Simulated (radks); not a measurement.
Polarisability of the tellurium ion Te6+, [Kr] 4d10, at imaginary frequency. All-electron calculation, scalar-relativistic Kohn-Sham, PBE, spin-unpolarised, spherical densities, finite nucleus; Fermi nuclear charge, rms radius 4.7423 fm. Program: a radial shooting solver on a logarithmic mesh with Libxc functionals. Response by self-consistent Sternheimer equations with the Hartree and adiabatic LDA kernel, the relativistic mass of each level held fixed and spin-orbit coupling left out.

w (hartree),alpha1(iw) (bohr^3),alpha2(iw) (bohr^5)
0.00266,1.346,1.926
0.0143,1.346,1.926
0.0360,1.346,1.925
0.0697,1.345,1.924
0.118,1.344,1.920
0.186,1.340,1.911
0.280,1.332,1.892
0.413,1.316,1.855
0.605,1.284,1.786
0.892,1.221,1.663
1.35,1.098,1.465
2.12,0.8810,1.185
3.59,0.5647,0.8191
6.94,0.2449,0.4029
17.5,0.06011,0.09469

Static values: alpha1 = 1.346 bohr^3 (0.1995 angstrom^3; uncoupled 1.986), alpha2 = 1.926 bohr^5, alpha3 = 4.240 bohr^7. C6 = 4.142, C8 = 29.13, triple-dipole C9 = 4.038 atomic units. One-pole (London) frequency 4 C6 / (3 alpha1^2) = 3.047 hartree, against 4.180 for minus the highest occupied eigenvalue.
